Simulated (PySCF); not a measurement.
VOCl, SMILES [O]=[V][Cl] (connectivity only; charge and spin as stated), neutral, multiplicity 3. Geometry optimised at B3LYP-D3(BJ)/def2-TZVP. The spin state was assumed, not searched.

The numbers are results of B3LYP-D3(BJ)/def2-TZVP in PySCF, not measurements.

Harmonic wavenumbers (cm⁻¹): 84, 397, 1064. Rotational constants (GHz): 66.75, 2.874, 2.755; symmetry number 1.

**Question.** Work out the zero-point energy and the ideal-gas rigid-rotor harmonic-oscillator thermochemistry at 298.15 K and 1 atm.

**Answer.** ZPE = ½ Σ hcν = ½ × 1544 cm⁻¹ = 2.21 kcal/mol. H − E(el) = 5.27 kcal/mol. Entropy in cal/(mol K): translation 39.79, rotation 23.92, vibration 4.85, spin 2.18, total 70.74. G − E(el) = -15.82 kcal/mol. Cp = 11.70 cal/(mol K). Modes under 150 cm⁻¹ make the vibrational entropy uncertain.
